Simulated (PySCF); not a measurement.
# Charge-transfer reorganisation: `InChI=1S/C4H7PSi/c6-4-1-2-5-3-4/h1-3,5H,6H3`

Geometry:
```
atom   x (Å)   y (Å)   z (Å)
 Si1  -2.234  -0.078   0.276
  C2  -0.378  -0.082   0.025
  C3   0.403   1.094  -0.384
  C4   1.732   0.884  -0.504
  P5   2.110  -0.873  -0.311
  C6   0.402  -1.179   0.208
  H7  -2.659  -1.414   0.784
  H8  -2.949   0.208  -1.005
  H9  -2.630   0.976   1.259
 H10  -0.070   2.064  -0.573
 H11   2.454   1.645  -0.810
 H12   2.771  -0.878   0.954
 H13   0.028  -2.160   0.510
```

Method used: UKS CAM-B3LYP/def2-SV(P) four-point reorganisation energy, gas phase (PySCF). Geometry: CAM-B3LYP/def2-SV(P).

What is the inner reorganisation energy for hole transfer, with the ionisation energy?

λ = 0.325 (surface of the oxidised species) + 0.363 (surface of the starting species) = 0.688 eV. The ionisation energy is 8.84 eV vertical and 8.52 eV adiabatic without zero-point energy; at the relaxed geometry of the oxidised species the two energies differ by 8.16 eV. Largest bond changes: C2–C3 1.469 → 1.409 Å, C6–C2 1.358 → 1.416 Å, C3–C4 1.351 → 1.403 Å, Si1–C2 1.873 → 1.920 Å, Si1–H8 1.494 → 1.485 Å. ⟨S²⟩ of the relaxed oxidised species 0.777.
